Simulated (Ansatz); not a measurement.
`C[S][Cd][F]` + H₂S → `[F][Cd][SH]` + CH₃SH at 298.15 K and 1 bar (ligand exchange at a Cd–S bond).

Calculated with Ansatz (gas phase, PBE0-D4/def2-TZVP geometries, no zero-point term in ΔE). CCSD(T)/CBS is the MP2 limit (def2-TZVPP, def2-QZVPP) plus CCSD(T) − MP2 in def2-TZVPP, frozen cores. This one scheme is used for every species. Elements past krypton have def2 core potentials. For Cd outer-core shells are correlated without core-valence functions, which leaves a few kJ/mol of doubt a bond. One conformer a species, not always the lowest.

```tsv
species	CCSD(T)/CBS energy (Eh)	H − E (kJ/mol)	S (J/(mol·K))
`C[S][Cd][F]`	-705.17805	125.5	345.4
H₂S	-398.97279	49.9	205.7
`[F][Cd][SH]`	-665.92675	42.5	304.2
CH₃SH	-438.22835	133.0	253.2
```

H − E and S are ideal-gas, rigid-rotor, harmonic terms from PBE0-D4/def2-TZVP, for one conformer and one mirror image of each species. 1 Eh = 2625.50 kJ/mol, R = 8.31446 J/(mol·K).

Task: By hand: ΔE, ΔH, ΔS and ΔG.

Result: ΔE = (-665.92675) + (-438.22835) − (-705.17805) − (-398.97279) = -0.00426 Eh = -11.2 kJ/mol. Δ(H − E) = 42.5 + 133.0 − 125.5 − 49.9 = 0.1, so ΔH = -11.1 kJ/mol. ΔS = 304.2 + 253.2 − 345.4 − 205.7 = 6.3 J/(mol·K). ΔG = -11.1 − 298.15 × (6.3)/1000 = -13.0 kJ/mol.

Task: By hand: the equilibrium constant, and the temperature at which ΔG would vanish if ΔH and ΔS stayed fixed.

Result: log₁₀ K = −ΔG/(RT ln 10) = 2.3. ΔH and −TΔS have one sign here, so there is no such temperature.

The number of gas molecules stays the same, so ΔS is small and ΔH decides. A doubt of 5 kJ/mol in ΔE shifts log₁₀ K by 0.9 here. Other conformers and mirror images would add mixing entropy, several J/(mol·K) or more a flexible species. These are equilibria of isolated gas molecules and say nothing of rates. Largest T1 diagnostic: 0.016 (customary marks: 0.02 for closed shells, 0.045 for open ones).

ΔS is within the doubt of such terms, so its sign, and with it that verdict, could turn.
